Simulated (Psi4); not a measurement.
F6S, charge +1, doublet, at a GFN2-xTB geometry (a state made from the parent by changing its charge; the spin is typed, not shown lowest); Psi4 1.11 with CCSD(T)/STO-3G.

The Psi4 input:
```
memory 2 GB

molecule mol {
1 2
F     0.614617   -0.468379   -1.416382
S    -0.000000    0.000000   -0.000000
F     1.317048   -0.549097    0.753092
F    -0.700644   -1.443047    0.173163
F    -1.317048    0.549097   -0.753092
F     0.700644    1.443047   -0.173163
F    -0.614617    0.468379    1.416382
}

set {
  basis sto-3g
  reference uhf
  cc_type df
  mp2_type df
  scf_type df
}

energy('ccsd(t)')
print_variables()
```

What the program printed (banner, timings and long lists left out):

```
Traceback (most recent call last):
  File "psi4", line 375, in <module>
  File "<string>", line 31, in <module>
  File "site-packages/psi4/driver/driver.py", line 461, in energy
  File "site-packages/psi4/driver/task_planner.py", line 255, in task_planner
  File "site-packages/psi4/driver/driver_util.py", line 222, in negotiate_derivative_type
  File "site-packages/psi4/driver/driver_util.py", line 344, in highest_analytic_derivative_available

psi4.driver.p4util.exceptions.MissingMethodError: Method=ccsd(t) is not available for any derivative level under conditions CC_TYPE=DF, REFERENCE=UHF, FREEZE_CORE=FALSE, QC_MODULE=(auto). See https://psicode.org/psi4manual/master/introduction.html#ss-ccsd-prt-pr. Or did you mean? ccsd(at) a-ccsd(t) ccsd(t)_l bccd(t) qcisd(t)

Printing out the relevant lines from the Psithon --> Python processed input file:
    core.set_global_option("BASIS", "sto-3g")
    core.set_global_option("REFERENCE", "uhf")
    core.set_global_option("CC_TYPE", "df")
    core.set_global_option("MP2_TYPE", "df")
    core.set_global_option("SCF_TYPE", "df")
--> energy('ccsd(t)')
    print_variables()

!----------------------------------------------------------------------------------!
!                                                                                  !
!  Method=ccsd(t) is not available for any derivative level under conditions       !
!     CC_TYPE=DF, REFERENCE=UHF, FREEZE_CORE=FALSE, QC_MODULE=(auto). See          !
!     https://psicode.org/psi4manual/master/introduction.html#ss-ccsd-prt-pr. Or   !
!     did you mean? ccsd(at) a-ccsd(t) ccsd(t)_l bccd(t) qcisd(t)                  !
!                                                                                  !
!----------------------------------------------------------------------------------!
```

The input was rejected before any calculation.
